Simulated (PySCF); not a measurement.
## Electron correlation in Pt²⁺ (platinum, charge +2)

Starting occupation: [Xe] 4f14 5d8, 5d3/2 with m_j = -3/2, -1/2, +1/2, +3/2, 5d5/2 with m_j = -1/2, +1/2, +3/2, +5/2. Calculation: PySCF 2.14, in x2c-QZVPPall-2c; X2C-1e with screened-nucleus spin-orbit coupling, Gaussian nucleus. Frozen: [Kr] 4d10 4f14; 16 electrons correlated; the 58 highest virtual spinors left out.

MP2 pair energies summed by pair of shells (mhartree):

```tsv
pair	energy	share (%)
5d-5d	-199.02	41.5
5d-5p	-168.68	35.2
5p-5p	-52.51	10.9
5d-5s	-27.83	5.8
5p-5s	-27.40	5.7
5s-5s	-4.27	0.9
```

Total MP2 correlation energy: -479.71 mhartree.

The GHF reference relaxed away from the jj start to a determinant that is no pure jj level (⟨S²⟩ = 2.10, ⟨J²⟩ = 20.02); the energies belong to that determinant.

This basis was not built for core-valence correlation, so the inner-shell part is incomplete.
